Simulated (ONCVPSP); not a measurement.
Configuration tests for manganese (ONCV)

```
Element                 : Mn (Z = 25)
Generator               : ONCVPSP 4.0.1
Type                    : optimised norm-conserving Vanderbilt (ONCV)
Functional              : BLYP
Relativity              : scalar-relativistic
Frozen core             : [Ne]
Valence charge          : 15
Reference configuration : 3s2 3p6 3d6 4s1
Partial waves           : 3s+4s: rc 1.20 bohr, ncon 5, nbas 9, qcut 10.8 1/bohr, 2 projectors; 3p: rc 0.85 bohr, ncon 4, nbas 9, qcut 9.9 1/bohr, 2 projectors, debl 1.6 Ha; 3d: rc 1.30 bohr, ncon 4, nbas 8, qcut 12.7 1/bohr, 2 projectors, debl 1.7 Ha; f scattering state at 0.17 Ha: rc 1.45 bohr, ncon 4, nbas 8, qcut 6.7 1/bohr, 2 projectors, debl 2.4 Ha
Local potential         : polynomial inside 0.75 bohr (lpopt 5, dvloc0 6 Ha)
Core correction         : Teter function, fcfact 3.75, rcfact 1.6
```

In the p channel the program set the typed energies aside and used -1.849, 0.250 Ha.

Energies are relative to the spin-unpolarised reference configuration 3s2 3p6 3d6 4s1; without spin polarisation the order of configurations can differ from experiment.

```
valence configuration  charge  ΔE all-electron (eV)  error AE − PS (meV)
      3s2 3p6 3d5 4s2       0                 0.323                 +6.1
      3s2 3p6 3d5 4s1      +1                 8.724                 +3.2
```

Problem. What are ΔE and the potential's error for 3s2 3p6 3d6 4s0?

Solution. ΔE = 7.253 eV all-electron; the error (AE − PS) is +1.0 meV.

Problem. What are ΔE and the potential's error for 3s2 3p6 3d5 4s0?

Solution. ΔE = 24.492 eV all-electron; the error (AE − PS) is +0.2 meV.

Levels in the configuration 3s2 3p6 3d5 4s1:

```json
{"level": "3s", "all-electron (eV)": "-93.875", "pseudo (eV)": "-93.879"}
{"level": "3p", "all-electron (eV)": "-62.678", "pseudo (eV)": "-62.687"}
{"level": "3d", "all-electron (eV)": "-14.858", "pseudo (eV)": "-14.850"}
{"level": "4s", "all-electron (eV)": "-11.948", "pseudo (eV)": "-11.950"}
```
